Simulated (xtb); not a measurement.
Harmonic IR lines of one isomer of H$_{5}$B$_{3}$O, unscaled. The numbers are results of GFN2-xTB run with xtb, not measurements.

wavenumber (cm⁻¹): 178 (vw), 527 (m), 674 (w), 735 (m), 749 (m), 834 (m), 866 (w), 955 (m), 998 (vw), 1114 (m), 1171 (w), 1269 (vs), 2513 (s), 2578 (m), 2594 (m), 2601 (m)

Question: Identify which structure gives these lines.
A) `BB(B)O`
B) `BBBO`
C) `BBOB`

Answer: B, `BBBO`
